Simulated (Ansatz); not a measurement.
Isolated molecules relaxed with PBE0-D4/def2-TZVP in Ansatz; ΔE leaves out vibrations. CCSD(T)/CBS adds triple-zeta CCSD(T) − MP2 to the extrapolated MP2 energy (def2 sets, frozen cores). Functionals use def2-TZVPP. def2 core potentials past Kr. For Cd, Sb outer-core shells are correlated without core-valence functions, which leaves a few kJ/mol of doubt a bond. One conformer a species, not always the lowest.

Reaction (substitution at a C–Sb bond): `[CH3][Sb]([NH2])[OH]` + `[OH][Cd][SH]` → `C[S][Cd][OH]` + `[NH2][SbH][OH]`

```csv
level,ΔE (kJ/mol)
r2SCAN-D4,61.9
revPBE,54.5
```

Question: What does CCSD(T)/CBS give? (An estimate is asked.)

Answer: Ansatz gave: +69.4 kJ/mol. The listed levels differ from it by -7.5, -14.9 kJ/mol.

Largest T1 diagnostic among the species: 0.015.

From BLYP to BHLYP (50 % exact exchange), in def2-TZVPP and without D4, ΔE moves by +5.4 kJ/mol. In def2-TZVPP, CCSD(T) changes the Hartree–Fock value by +6.7 kJ/mol (the triples alone add −0.0 kJ/mol) and MP2 by +9.9 kJ/mol.
